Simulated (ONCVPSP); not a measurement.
## Logarithmic derivatives: La, ONCV

ONCVPSP 4.0.1 input, shortened (lines: element, Z, core and valence counts, functional; n l f; lmax; l rc ep ncon nbas qcut; lloc lpopt rc5 dvloc0; l nproj debl; icmod fcfact rcfact), LDA (Perdew-Wang 92), scalar-relativistic:

```
  La 57.00    9    4  -001012      upf
    1    0    2.00
    2    0    2.00
    2    1    6.00
    3    0    2.00
    3    1    6.00
    3    2   10.00
    4    0    2.00
    4    1    6.00
    4    2   10.00
    5    0    2.00
    5    1    6.00
    5    2    1.00
    6    0    2.00
    3
    0    2.25    0.00    4    8    4.80
    1    2.05    0.00    4    7    4.00
    2    3.00    0.00    5   10    4.90
    3    2.40    0.17    5    8    4.60
    4    5    1.35    0.00
    0    2    2.30
    1    2    3.00
    2    2    1.50
    3    2    3.90
    1    0.15    0.00
```

In the f channel the program set the typed energies aside and used -0.169, 3.731 Ha.

The phase is arctan(r·R′/R) of the radial function R(r), unwrapped; energies in Ha, scanned from -3 to 5 Ha. A pole is an energy at which the radial function vanishes at the test radius. The pseudo phase is shifted by a multiple of π to meet the all-electron one at the reference energy, and phase errors are pseudo minus all-electron; the curves can meet again beyond the range given. Levels narrower than the energy grid can be missing from the lists of poles. Where the grid stepped over a known ghost or core level, its pole and its step of π were put in at the level’s energy.

For each channel, where are the poles, and over which energies does the pseudopotential scatter like the atom?

| channel | radius (bohr) | reference energy (Ha) | poles, all-electron | poles, pseudo | unbroken range about the reference energy with phases within 0.05 rad | phase error 1 Ha above the reference energy (rad) |
| --- | --- | --- | --- | --- | --- | --- |
| s | 2.29 | -0.14 | -1.06, 4.21 | -1.14, -1.06, 4.13 | above -1.1 | +0.001 |
| p | 2.08 | -0.83 | 0.22 | 0.21, 4.62 | below 4.1 | -0.000 |
| d | 3.05 | -0.12 | 0.29, 2.98 | 0.29, 2.94 | below 3.8 | -0.000 |
| f | 2.43 | -0.17 | -0.08, 2.62 | -0.08, 2.66 | below 0.7 | +0.079 |

Note: ghosts flagged at negative energy: s at -31.1 eV; GHOST(+) flagged for p at 125.2 eV. A true bound ghost makes a file unfit for plane-wave use.

Phases in the s channel:

```json
{"E (Ha)": "-2.98", "all-electron": "1.250", "pseudo": "4.391"}
{"E (Ha)": "-2.76", "all-electron": "1.209", "pseudo": "4.351"}
{"E (Ha)": "-2.54", "all-electron": "1.149", "pseudo": "4.290"}
{"E (Ha)": "-2.32", "all-electron": "1.045", "pseudo": "4.187"}
{"E (Ha)": "-2.10", "all-electron": "0.831", "pseudo": "3.972"}
{"E (Ha)": "-1.88", "all-electron": "0.234", "pseudo": "3.374"}
{"E (Ha)": "-1.66", "all-electron": "-0.828", "pseudo": "2.313"}
{"E (Ha)": "-1.44", "all-electron": "-1.306", "pseudo": "1.836"}
{"E (Ha)": "-1.22", "all-electron": "-1.492", "pseudo": "1.649"}
{"E (Ha)": "-1.00", "all-electron": "-1.594", "pseudo": "-1.594"}
{"E (Ha)": "-0.78", "all-electron": "-1.664", "pseudo": "-1.664"}
{"E (Ha)": "-0.56", "all-electron": "-1.723", "pseudo": "-1.723"}
{"E (Ha)": "-0.34", "all-electron": "-1.780", "pseudo": "-1.780"}
{"E (Ha)": "-0.12", "all-electron": "-1.843", "pseudo": "-1.843"}
{"E (Ha)": "0.10", "all-electron": "-1.921", "pseudo": "-1.921"}
{"E (Ha)": "0.32", "all-electron": "-2.030", "pseudo": "-2.029"}
{"E (Ha)": "0.54", "all-electron": "-2.199", "pseudo": "-2.199"}
{"E (Ha)": "0.76", "all-electron": "-2.495", "pseudo": "-2.494"}
{"E (Ha)": "0.98", "all-electron": "-3.009", "pseudo": "-3.007"}
{"E (Ha)": "1.20", "all-electron": "-3.612", "pseudo": "-3.610"}
{"E (Ha)": "1.42", "all-electron": "-4.013", "pseudo": "-4.012"}
{"E (Ha)": "1.64", "all-electron": "-4.233", "pseudo": "-4.233"}
{"E (Ha)": "1.86", "all-electron": "-4.363", "pseudo": "-4.363"}
{"E (Ha)": "2.08", "all-electron": "-4.446", "pseudo": "-4.447"}
{"E (Ha)": "2.30", "all-electron": "-4.505", "pseudo": "-4.506"}
{"E (Ha)": "2.52", "all-electron": "-4.548", "pseudo": "-4.550"}
{"E (Ha)": "2.74", "all-electron": "-4.582", "pseudo": "-4.584"}
{"E (Ha)": "2.96", "all-electron": "-4.610", "pseudo": "-4.612"}
{"E (Ha)": "3.18", "all-electron": "-4.633", "pseudo": "-4.635"}
{"E (Ha)": "3.40", "all-electron": "-4.654", "pseudo": "-4.656"}
{"E (Ha)": "3.62", "all-electron": "-4.671", "pseudo": "-4.674"}
{"E (Ha)": "3.84", "all-electron": "-4.688", "pseudo": "-4.691"}
{"E (Ha)": "4.06", "all-electron": "-4.703", "pseudo": "-4.707"}
{"E (Ha)": "4.28", "all-electron": "-4.717", "pseudo": "-4.723"}
{"E (Ha)": "4.50", "all-electron": "-4.731", "pseudo": "-4.739"}
{"E (Ha)": "4.72", "all-electron": "-4.745", "pseudo": "-4.755"}
{"E (Ha)": "4.94", "all-electron": "-4.760", "pseudo": "-4.772"}
```
